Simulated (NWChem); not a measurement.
C$_{3}$H$_{4}$FNSi; SMILES F/C(=C\C#N)[SiH3]

Results from NWChem. Pople sets run with spherical d functions. Geometry: optimised at PBE0/def2-SVP. Core excitations by TDA in a window of 1s orbitals, non-relativistic and unshifted: absolute energies depend strongly on the exact-exchange share.

**Question.** What does the run give for F K edge, B3LYP/6-311G**? Quantities: first 1s excitation (eV); dipole oscillator strength of the first; first state with f > 0.002 (eV); dipole oscillator strength of that state.

**Answer.** 
```json
{
  "first 1s excitation (eV)": "669.0",
  "dipole_oscillator_strength_of_the_first": "0.0072",
  "first state with f > 0.002 (eV)": "669.0",
  "dipole_oscillator_strength_of_that_state": "0.0072"
}
```
